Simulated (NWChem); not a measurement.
## H3NPbS

```
Pb
N 1 2.1260
H 2 1.0151 1 123.87
H 2 1.0157 3 111.22 1 180.00
S 1 2.5649 2 91.97 3 180.00
H 5 1.3514 1 93.07 2 180.00
```
Charge 0, spin multiplicity 1.

Everything below was run with NWChem. The geometry was optimised at PBE0/def2-SVP with def2 effective core potentials on Pb, a minimum by its harmonic frequencies. It is one conformer; others weren't searched.

Effective core potentials replace the inner electrons of Pb; spin-orbit coupling is left out. The structure started from a generated list of species. The stability of the SCF solutions was not checked. Open-shell Hartree-Fock references start from PBE0 orbitals.

Worked example. At MP2/def2-TZVP the molecule has a total energy of -646.42208 Ha and the free atoms (multiplicities Pb 3, N 4, H 2, S 3) Pb -192.18706, H -0.49981, S -397.61612, N -54.49761 Ha. The electronic atomisation energy is the atoms' sum less the molecule's energy.

1·(-192.18706) + 1·(-54.49761) + 3·(-0.49981) + 1·(-397.61612) = -645.80022 Ha for the atoms; less the molecule's energy this leaves 0.62186 Ha, or 390.2 kcal/mol (1633 kJ/mol), without zero-point, thermal or spin-orbit terms. For one electron MP2 and coupled cluster equal Hartree-Fock, which gives the hydrogen atom's value.
